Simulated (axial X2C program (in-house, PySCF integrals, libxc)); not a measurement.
Bond lengths and stretching modes, held linear, of BrGaBr

Calculated with an axial X2C code built on PySCF integrals: two-component X2C with atomic mean-field Coulomb and Gaunt terms, Gaussian nuclei, basis Br dyall-av3z, Ga dyall-v3z with contracted cores. Spin-free rows use the one-electron spin-free X2C Hamiltonian.

Masses Br 78.918, Ga 68.926, Br 78.918 u. States: 2c Ω = 1/2 (beyond evenly filled blocks: ω = 1/2); spin-free M_S = 1/2, Λ = 0 (beyond evenly filled blocks: σα).

MP2, spin-free: energies above the lowest point

| r(Br–Ga) (Å) | r(Ga–Br) (Å) | E (meV) |
| --- | --- | --- |
| 2.3429 | 2.3429 | 4.88 |
| 2.3429 | 2.4030 | 0.00 |
| 2.3429 | 2.4631 | 22.22 |
| 2.4030 | 2.3429 | 0.00 |
| 2.4030 | 2.4030 | 0.16 |
| 2.4030 | 2.4631 | 27.22 |
| 2.4030 | 2.5232 | 74.67 |
| 2.4631 | 2.3429 | 22.22 |
| 2.4631 | 2.4030 | 27.22 |
| 2.4631 | 2.4631 | 58.92 |
| 2.5232 | 2.4030 | 74.67 |
| 2.5232 | 2.5232 | 166.88 |

Question: Fit a quadratic surface with cubic terms in each bond: where is the minimum, and what are the two stretching wavenumbers?

Answer: At MP2, spin-free: bonds 2.376 and 2.376 Å; harmonic stretches 180.7 and 280.1 cm⁻¹; force constants 1.31, 1.31 and coupling 0.20 mdyn/Å.

The other levels and Hamiltonians give:

```tsv
Hamiltonian	level	r(Br–Ga) (Å)	r(Ga–Br) (Å)	lower stretch (cm⁻¹)	upper stretch (cm⁻¹)
2c	PBE0	2.401	2.401	169.7	261.9
2c	HF	2.433	2.433	168.6	235.0
2c	r2SCAN	2.396	2.396	170.2	262.1
2c	MP2	2.378	2.378	180.1	279.1
spin-free	PBE0	2.399	2.399	170.7	263.5
spin-free	HF	2.430	2.430	169.7	237.3
spin-free	r2SCAN	2.394	2.394	170.9	263.2
```

Each state is one determinant, the lowest of a limited PBE0 search; the stretches come from a fit to these few points and carry an uncertainty of a few per cent. Other orders of the atoms were not compared. MP2 freezes inner shells (threshold -2 hartree). The molecule was held linear; bending was not examined, so a bent shape may lie lower.
